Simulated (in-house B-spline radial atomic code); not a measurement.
**RPA and G0W0 on PBE0: Ne6+**

Configuration [He] 2s2, mean-field start PBE0. Computed with a B-spline radial code for spherical atoms: all electrons, non-relativistic, point nucleus, each spin shell either full or empty, empty states to l = 9 with an (l + 1/2)⁻⁴ tail; G0W0 by contour deformation at full frequency.

Command:
```bash
python run_gw.py task.json out
```
Settings (radii: box in bohr, nucleus in fm):
```
Z                        10
electrons                4
configuration            [He] 2s2
hamiltonian              nr
method                   pbe0
lmax                     9
spin_polarised           False
box_radius               9.29
intervals                45
ion_configuration        [He] 2s1
```

Cost of the run: 0.8 s on 1 thread of Arm Neoverse V2, with other jobs on the host.

Energies (hartree):

```
                                     term       value
                         mean-field total  -110.16009
Hartree-Fock functional on these orbitals  -110.10959
                      direct second order    -0.35824
                    second-order exchange     0.17578
                         SOSEX correction     0.13534
```

(1) What is the RPA correlation energy, and what remains with SOSEX?

Quasi-particle levels (eV):

```json
{"level": "2s", "occupied": "yes", "mean field": "-195.40", "Σx - vxc": "-8.41", "Σc": "?", "QP weight": "?", "G0W0": "?"}
{"level": "1s", "occupied": "yes", "mean field": "-1056.41", "Σx - vxc": "-46.66", "Σc": "5.72", "QP weight": "0.953", "G0W0": "-1097.34"}
{"level": "2p", "occupied": "no", "mean field": "-170.03", "Σx - vxc": "13.07", "Σc": "-1.59", "QP weight": "0.976", "G0W0": "-158.54"}
```

G0W0 = mean field + (Σx - vxc) + Σc, with Σc (partial-wave tail included) taken at the quasi-particle energy.

(2) Where does G0W0 put 2s?

(3) What does it cost to remove one electron (to [He] 2s1) by differences of total energies, each species on its own start (correlation terms add to the Hartree-Fock functional)?

## Answers

(1) RPA gives -0.27623 hartree (-1.88 eV per electron); RPA + SOSEX gives -0.1409, and the second-order doubles -0.18246 hartree (no singles). SOSEX takes back 49 % of the RPA value.

(2) At -206.93 eV, with Σc = -3.12 eV and a quasi-particle weight of 0.959. The tabulated removal energy is 207.271 ± 0.012 eV (NIST, measured).

(3) PBE0 205.21 eV, Hartree-Fock functional 203.53 eV, + RPA 206.90 eV, + RPA + SOSEX 206.00 eV, + second order 207.09 eV. Tabulated: 207.271 ± 0.012 eV (NIST, measured).
